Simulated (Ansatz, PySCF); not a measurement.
hexafluorophosphate (F₆P), SMILES F[P-](F)(F)(F)(F)F, charge -1.

Coordinates come from a TPSSh-D3(BJ)/def2-SVPD optimisation.

Estimates of the vertical detachment energy (IE) of the anion in eV. Rows of orbital energies are one-electron estimates, which approximate functionals can put far too low.

```csv
level,IE
"−ε(HOMO), −ε(LUMO), CAM-B3LYP/def2-SVPD (PySCF)",7.41
"−ε(HOMO), −ε(LUMO), PBE/def2-SVPD (PySCF)",3.62
"ΔSCF, PBE0/def2-SVPD (Ansatz), final states of multiplicity 2",8.15
"ΔSCF, PBE/def2-SVPD (Ansatz), final states of multiplicity 2",6.97
```

Task: What vertical singlet–triplet gap does ΔSCF give with PBE0/def2-SVPD (Ansatz, a quantum-chemistry and plane-wave program) and with PBE/def2-SVPD (Ansatz)? (Estimate from the structure and the level; the computed values follow.)

Result: 9.18 and 7.76 eV (triplet above singlet where positive).
